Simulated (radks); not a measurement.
Results of a calculation; reference values are marked as such.
Hg49+, configuration [Ar] 3d10 4s2 4p1.

Level of theory: scalar-relativistic Kohn-Sham, PBEsol, spin-polarised, spherical densities, finite nucleus; open shells are filled with parallel spins first (spin-orbit coupling, left out, can overturn this in heavy ions); Fermi nuclear charge, rms radius 5.4648 fm (a radial shooting solver on a logarithmic mesh with Libxc functionals).

Energy parts (hartree):
part                       energy
total                 -17859.1488
kinetic                20231.2161
electron-nucleus      -41128.9769
Hartree                 3302.6234
exchange-correlation    -264.0114

Orbitals (lengths in bohr, moments of r in powers of bohr):
| orbital | occ. | eigenvalue (hartree) | <r^4> | <1/r> | <r> |
|---|---|---|---|---|---|
| 1s up | 1 | -3150.693 | 3.997e-07 | 97.50 | 0.01660 |
| 1s down | 1 | -3150.648 | 3.997e-07 | 97.50 | 0.01660 |
| 2s up | 1 | -636.4743 | 0.00005779 | 22.92 | 0.06983 |
| 2s down | 1 | -636.4486 | 0.00005779 | 22.92 | 0.06983 |
| 2p up | 3 | -562.3947 | 0.00004705 | 20.32 | 0.06315 |
| 2p down | 3 | -562.3565 | 0.00004705 | 20.31 | 0.06315 |
| 3s up | 1 | -219.0436 | 0.001934 | 8.651 | 0.1777 |
| 3s down | 1 | -219.0001 | 0.001932 | 8.652 | 0.1776 |
| 3p up | 3 | -197.4812 | 0.002079 | 7.897 | 0.1781 |
| 3p down | 3 | -197.4317 | 0.002076 | 7.898 | 0.1781 |
| 3d up | 5 | -175.6353 | 0.001529 | 7.427 | 0.1604 |
| 3d down | 5 | -175.5905 | 0.001526 | 7.428 | 0.1604 |
| 4s up | 1 | -106.8178 | 0.02678 | 4.257 | 0.3520 |
| 4s down | 1 | -106.5562 | 0.02679 | 4.260 | 0.3519 |
| 4p up | 1 | -98.63271 | 0.03067 | 3.961 | 0.3618 |
| 4p down | 0 | -98.37085 | 0.03071 | 3.962 | 0.3618 |

The highest occupied level is 4p up at -2683.9 eV. Spin moment in Bohr magnetons: 1. Summed over all electrons, <r^2> = 1.060 bohr^2, which gives a Langevin (diamagnetic) susceptibility term of -0.839 x 10^-6 cm^3/mol.
